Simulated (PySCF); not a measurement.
CH₃AlClFS, SMILES C[S][Al]([F])[Cl].

Coordinates come from a PBE0-D3(BJ)/def2-SVP optimisation. The structure was generated by enumeration; whether it is a known compound was not checked. Other conformers were not sampled.

Level of theory: PBE/def2-TZVP run with PySCF.

Symmetry labels are those of the subgroup Cs that the program uses (full group Cs).

Computed valence orbital energies around the gap with their symmetry:
```json
[
 {"orbital": "HOMO−7", "symmetry": "A'", "energy (eV)": "-10.18"},
 {"orbital": "HOMO−6", "symmetry": "A\"", "energy (eV)": "-9.85"},
 {"orbital": "HOMO−5", "symmetry": "A'", "energy (eV)": "-9.64"},
 {"orbital": "HOMO−4", "symmetry": "A'", "energy (eV)": "-9.34"},
 {"orbital": "HOMO−3", "symmetry": "A\"", "energy (eV)": "-8.32"},
 {"orbital": "HOMO−2", "symmetry": "A'", "energy (eV)": "-8.14"},
 {"orbital": "HOMO−1", "symmetry": "A'", "energy (eV)": "-7.58"},
 {"orbital": "HOMO", "symmetry": "A\"", "energy (eV)": "-6.41"},
 {"orbital": "LUMO", "symmetry": "A'", "energy (eV)": "-1.81"},
 {"orbital": "LUMO+1", "symmetry": "A\"", "energy (eV)": "-1.28"},
 {"orbital": "LUMO+2", "symmetry": "A'", "energy (eV)": "-0.97"},
 {"orbital": "LUMO+3", "symmetry": "A'", "energy (eV)": "0.86"}
]
```
